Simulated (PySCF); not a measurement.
PySCF 2.14 output of an unrestricted PBE0 calculation on a single atom or ion in cc-pVDZ-X2C, with scalar relativity by spin-free X2C-1e:

```
SCF conv_tol = 1e-09
number electrons alpha = 33  beta = 27
    C. Adamo and V. Barone.,  J. Chem. Phys. 110, 6158 (1999)
    M. Ernzerhof and G. E. Scuseria.,  J. Chem. Phys. 110, 5029 (1999)
cycle= 1 E= -10019.1314603503  delta_E= -0.00962  |g|= 0.0453  |ddm|= 0.696
cycle= 2 E= -10019.1323976895  delta_E= -0.000937  |g|= 0.0336  |ddm|= 0.238
cycle= 3 E= -10019.1334337346  delta_E= -0.00104  |g|= 0.0099  |ddm|= 0.183
cycle= 4 E= -10019.1344994378  delta_E= -0.00107  |g|= 0.0113  |ddm|= 0.198
cycle= 5 E= -10019.1313953267  delta_E= 0.0031  |g|= 0.00945  |ddm|= 0.743
cycle= 6 E= -10019.1309388897  delta_E= 0.000456  |g|= 0.0153  |ddm|= 0.427
cycle= 7 E= -10019.1309092966  delta_E= 2.96e-05  |g|= 0.0162  |ddm|= 0.0583
cycle= 8 E= -10019.1310533344  delta_E= -0.000144  |g|= 0.000503  |ddm|= 0.31
cycle= 9 E= -10019.1310464422  delta_E= 6.89e-06  |g|= 0.000933  |ddm|= 0.046
cycle= 10 E= -10019.131046909  delta_E= -4.67e-07  |g|= 0.000129  |ddm|= 0.0205
cycle= 11 E= -10019.1310469158  delta_E= -6.75e-09  |g|= 1.32e-05  |ddm|= 0.00261
cycle= 12 E= -10019.1310469158  delta_E= -4.18e-11  |g|= 1.41e-05  |ddm|= 3.06e-05
converged SCF energy = -10019.1310469158  <S^2> = 12.001108  2S+1 = 7.0003166
```

The run itself started from symmetry-adapted Hartree-Fock orbitals and held the occupation by maximum overlap, on a logarithmic radial grid, so the iterations belong to that start.

Q: Which element, charge and spin multiplicity is this?

A: Pm⁺ (promethium, charge +1), multiplicity 7; the state was [Xe] 4f4 6s1 6p1, one real determinant (an excited configuration).

⟨L²⟩ = 36.09 against 56 for a pure K term, so this real determinant mixes terms. Spin-orbit coupling, absent here, splits the open shell strongly.
